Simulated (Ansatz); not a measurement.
Problem. Name a neutral molecule of B, Br, C, F, Si and H with LUMO energy (PBE/def2-TZVPP) between -2.70 and -2.40 eV and LUMO energy (ωB97M-V/def2-TZVPP) between 0.20 and 0.50 eV (Ansatz, PBE0-D4/def2-TZVP geometry).

Solution. `F[Si]1(Br)BC1` (-2.62 eV, 0.27 eV); `FB1C[SiH]1Br` (-2.55 eV, 0.38 eV). Other molecules can fit too; these were computed, each in one conformer that needn't be the lowest.
